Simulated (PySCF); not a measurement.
# Property card for `C(O/C=C\CC=C)C`

Compound: C₇H₁₂O.
Atom-mapped SMILES: `[CH2:1]=[CH:2][CH2:3]/[CH:4]=[CH:5]\[O:6][CH2:7][CH3:8]` (hydrogens: H9, H10 on C1; H11 on C2; H12, H13 on C3; H14 on C4; H15 on C5; H16, H17 on C7; H18, H19, H20 on C8)

Among its groups: C=C double bond and ether.

From GFN2-xTB geometry:

```yaml
Point_group_of_the_GFN2-xTB_geometry: C1
Rotational_constants_A_B_C_of_the_GFN2-xTB_geometry: 5.570, 0.759, 0.706 GHz
```

From PBE0/def2-SVPD ground state and vertical TDDFT (core frozen in the response) (PySCF):

```yaml
Dipole_moment: 1.89 D
HOMO_energy: -6.34 eV
LUMO_energy: 0.24 eV
HOMO–LUMO_gap: 6.58 eV
Lowest_singlet_excitation: 5.76 eV (215 nm, f = 0.242)
Strongest_line_among_the_6_lowest_singlet_transitions: S4 at 6.67 eV (186 nm, f = 0.268)
Lowest_triplet_excitation_Tamm–Dancoff: 4.08 eV
Static_isotropic_polarisability: 95.4 au
Electronic_spatial_extent_⟨r²⟩_about_the_centre_of_nuclear_charge: 1664 bohr²
```

**PBE0/pcSseg-1 ground state and GIAO shieldings, non-relativistic (PySCF)**

```yaml
Lowest_Hirshfeld_atomic_charge: -0.12 e on C8
Highest_Hirshfeld_atomic_charge: +0.05 e on H15/H18
13C_chemical_shifts_computed_TMS_as_zero_by_class: 152.0 (C5), 148.0 (C2), 119.5 (C1), 111.6 (C4), 70.2 (C7), 35.4 (C3), 17.7 (C8) ppm
1H_chemical_shifts_computed_TMS_as_zero_by_class: 6.25 (H15), 5.99 (H11), 5.29 (H9), 5.15 (H10), 4.51 (H14), 3.89 (H16/H17), 3.01 (H12/H13), 1.37 (H18/H19/H20) ppm
Isotropic_shieldings_of_nuclei_other_than_C_and_H_by_class: 217 (O6) ppm
Mayer_bond_orders_between_heavy_atoms: C1–C2 1.98, C2–C3 1.03, C3–C4 1.02, C4–C5 1.86, C5–O6 1.00, O6–C7 0.89, C7–C8 1.07
```

Monoisotopic mass from the formula: 112.0888 u.

The dipole equals about 6.3 × 10⁻³⁰ C·m (1 D = 3.33564 × 10⁻³⁰ C·m). The polarisability is 14.14 Å³ as a volume (1 au = 0.148185 Å³), or 1.54 au for each of the 62 electrons. The largest Löwdin shares of the HOMO are 0.31 on C4, 0.25 on O6, 0.21 on C5 and 0.04 on C3. No computed singlet falls in the visible range (750 to 380 nm, 1.65 to 3.26 eV); S1 lies 2.50 eV above its blue end. The vertical singlet–triplet gap S1 − T1 is 1.68 eV (TDDFT singlet less Tamm–Dancoff triplet; S1: HOMO→LUMO, weight 0.92; T1: HOMO→LUMO, weight 0.67). The rotational constants make it an asymmetric top with κ = (2B − A − C)/(A − C) = -0.98, nearer the prolate limit (−1). S1 lies 0.82 eV below the HOMO–LUMO gap; its leading configuration is HOMO→LUMO, weight 0.92.

Geometry: GFN2-xTB, one conformer, isolated molecule. NMR classes are plain means over equivalent atoms (diastereotopic ones count apart unless rotation or inversion swaps them), as if these changed places fast; in this geometry the members of some classes differ.

For the TDDFT job (PBE0/def2-SVPD), hardware: one thread of an Intel Xeon Platinum 8488C, shared host with 96 logical CPUs at a one-minute load of 62. Cost: 72 s of wall time (with the writing of density and orbital grids), 1.0 GiB resident at most.

The values belong to the conformer `[CH2:1]=[CH:2][CH2:3]/[CH:4]=[CH:5]\[O:6][CH2:7][CH3:8]`: C1–C2–C3–C4 116°, C2–C3–C4–C5 111°, C4–C5–O6–C7 -176°, C5–O6–C7–C8 -173°.
